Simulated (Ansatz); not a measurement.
`[F][Ti]([F])([Cl])[Cl]` + H–F → `[F][Ti]([F])([F])[Cl]` + HCl  (ligand exchange at a Ti–Cl bond)

Gas-phase electronic energies from Ansatz, PBE0-D4/def2-TZVP geometries. CBS: MP2 limit from def2 TZ/QZ plus the TZ coupled-cluster correction, frozen cores. This one scheme is used for every species. Functionals use def2-TZVPP. For Ti outer-core shells are correlated without core-valence functions, which leaves a few kJ/mol of doubt a bond. Scalar relativity is left out up to krypton.

Problem. Is it downhill or uphill in electronic energy at CCSD(T)/CBS, and by how much? (Estimate.)

Solution. The calculation gave: Downhill: ΔE = -3.0 kcal/mol.

Problem. What do these levels give: LDA (SPW92), r2SCAN0-D4, CAM-B3LYP, HF/def2-SVP, CCSD/def2-SVP, MP2/def2-TZVPP? (An estimate is asked.)

Solution. The calculation gave: LDA (SPW92) -5.2, r2SCAN0-D4 -4.7, CAM-B3LYP -8.0, HF/def2-SVP -8.7, CCSD/def2-SVP -10.2, MP2/def2-TZVPP -2.5 kcal/mol.

Largest T1 diagnostic among the species: 0.024, so the coupled-cluster value is less sure than usual.

At CCSD(T), def2-SVP lies −5.6 kcal/mol from the extrapolated value and def2-TZVPP −1.7 kcal/mol. From r2SCAN to r2SCAN0 (25 % exact exchange), in def2-TZVPP and without D4, ΔE moves by +0.9 kcal/mol. Leaving LDA and LC-ωPBE aside and taking each functional with its dispersion term where it has one, the values, not all of them listed here, spread over 3.8 kcal/mol, from ωB97X-V to PBE-QIDH. LDA lies +0.8 kcal/mol from PBE without D4.
